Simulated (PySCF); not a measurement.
cycl[3.3.3]borane (C₁₂H₉B), SMILES C1C=CC2B3C(=CC=CC3=1)C=CC=2.

Geometry optimised at B3LYP-D3(BJ)/def2-SVP.

The numbers are results of PBE/def2-SVP run with PySCF, not measurements.

Problem. Estimate the frontier levels, gap, dipole moment and polarisability. (Estimate from the structure and the level; the computed values follow.)

Solution. 
The highest occupied level comes out as -4.88 eV, the lowest empty level is -3.97 eV and the orbital gap is 0.91 eV. The dipole moment comes out as 0.00 D, the quadrupole, principal values (traceless, Buckingham form, about the centre of nuclear charge) is -14.94, 7.47, 7.47 D·Å and the mean static polarisability is 158.3 bohr³ (23.46 Å³). The polarisability, principal values comes out as 58.7, 208.1, 208.1 bohr³.
